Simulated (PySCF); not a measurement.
C₇H₁₀B (charge -1).
Structure used (GFN2-xTB), in Å, numbered top down from 1:
```
atom  x, y, z in Å
C1    -2.426   -0.269   -0.703
C2    -1.646    0.353    0.461
C3    -0.156    0.188    0.286
C4     0.485   -0.949    0.777
C5     1.838   -1.164    0.620
B6     2.689   -0.161   -0.107
C7     1.937    1.034   -0.620
C8     0.579    1.151   -0.407
H9    -2.129    0.201   -1.640
H10   -3.505   -0.148   -0.577
H11   -2.200   -1.331   -0.774
H12   -1.972   -0.124    1.394
H13   -1.905    1.417    0.526
H14   -0.134   -1.681    1.309
H15    2.226   -2.093    1.055
H16    3.874   -0.303   -0.264
H17    2.403    1.858   -1.175
H18    0.033    2.025   -0.780
```

A PySCF run (density fitting, gas phase, GFN2-xTB geometry) gave HOMO 0.42 eV, LUMO 4.24 eV.

Question: Which of these levels was it?
A. wB97X/MINI
B. PBE0/pcSseg-1
C. HCTH407/def2-SVP
D. PBE0/IGLO-II
E. PBE0/3-21G

Answer: C. It is HCTH407/def2-SVP. All candidates on this geometry:

```json
{"level and settings": "HCTH407/def2-SVP, grid level 4, fitting basis def2-universal-jkfit", "kind": "GGA", "basis functions": "162", "SCF cycles": "11", "E (Eh)": "-297.4273", "HOMO (eV)": "0.42", "LUMO (eV)": "4.24"}
{"level and settings": "PBE0/IGLO-II", "kind": "global hybrid", "basis functions": "236", "SCF cycles": "14", "E (Eh)": "-297.3494", "HOMO (eV)": "-0.51", "LUMO (eV)": "4.86"}
{"level and settings": "PBE0/pcSseg-1", "kind": "global hybrid", "basis functions": "186", "SCF cycles": "14", "E (Eh)": "-297.2423", "HOMO (eV)": "-0.49", "LUMO (eV)": "4.93"}
{"level and settings": "PBE0/3-21G", "kind": "global hybrid", "basis functions": "92", "SCF cycles": "14", "E (Eh)": "-295.6468", "HOMO (eV)": "-0.03", "LUMO (eV)": "6.06"}
{"level and settings": "wB97X/MINI, energy threshold 1e-07 Eh", "kind": "range-separated hybrid", "basis functions": "50", "SCF cycles": "7", "E (Eh)": "-295.2238", "HOMO (eV)": "-4.14", "LUMO (eV)": "6.49"}
```

The nearest other candidate, by the summed differences of HOMO and LUMO, is PBE0/IGLO-II: its HOMO differs by -0.93 eV and its LUMO by +0.62 eV. Cycle counts include a coarse-grid stage where the run had one. The HOMO energy is positive at HCTH407/def2-SVP; such an orbital is held in place by the finite basis.
